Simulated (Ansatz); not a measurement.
Species: B$_{2}$, charge 0, multiplicity 3. 
Structure (B3LYP-D3(BJ)/def2-TZVP (Ansatz, an electronic-structure program) minimum search):
SMILES: B#B
```xyz
2

B      0.0000     0.0000    -0.7840
B      0.0000     0.0000     0.7840
```
Charge 0, spin multiplicity 3.

Atomisation energy built up term by term with Ansatz (kcal/mol; UHF references for open shells; valence terms freeze the core; atomic spin-orbit terms are left out). CBS(X,Y): correlation extrapolated as X^-3; Hartree-Fock from the larger set (for Q and 5 zeta extrapolated as (X+1)exp(-9√X)). The program attaches cautions to a run behind CCSD(T)/CBS(cc-pVQZ,cc-pV5Z): large difference. The program attaches cautions to a run behind CCSD/CBS(cc-pVQZ,cc-pV5Z): large difference. The program attaches cautions to a run behind HF/CBS(cc-pVQZ,cc-pV5Z): large difference. The program attaches cautions to a run behind CCSD(T)/cc-pVDZ: large difference. The program attaches cautions to a run behind CCSD(T)/cc-pwCVTZ: large difference. The program attaches cautions to a run behind X2C-CCSD(T)/cc-pVTZ-DK: large difference. The program attaches cautions to a run behind CCSD(T)/cc-pVTZ: large difference.

The UHF reference is spin-contaminated (<S^2> 0.91 over the pure value in the largest basis). The T1 diagnostic of CCSD in the largest basis is 0.070, which is high, so the coupled-cluster rows are less sure than usual.

```tsv
term	basis	kcal/mol
Hartree-Fock	CBS(cc-pVQZ,cc-pV5Z)	55.23
CCSD correlation	CBS(cc-pVQZ,cc-pV5Z)	1.54
(T)	CBS(cc-pVQZ,cc-pV5Z)	4.87
CCSDT - CCSD(T)	cc-pVDZ	3.53
(Q)	cc-pVDZ	1.14
core correlation	cc-pwCVTZ	0.78
scalar relativity (X2C)	cc-pVTZ-DK against cc-pVTZ	-0.06
sum: De		67.0
```

(T) makes 7.9 % of the CCSD(T) atomisation energy.
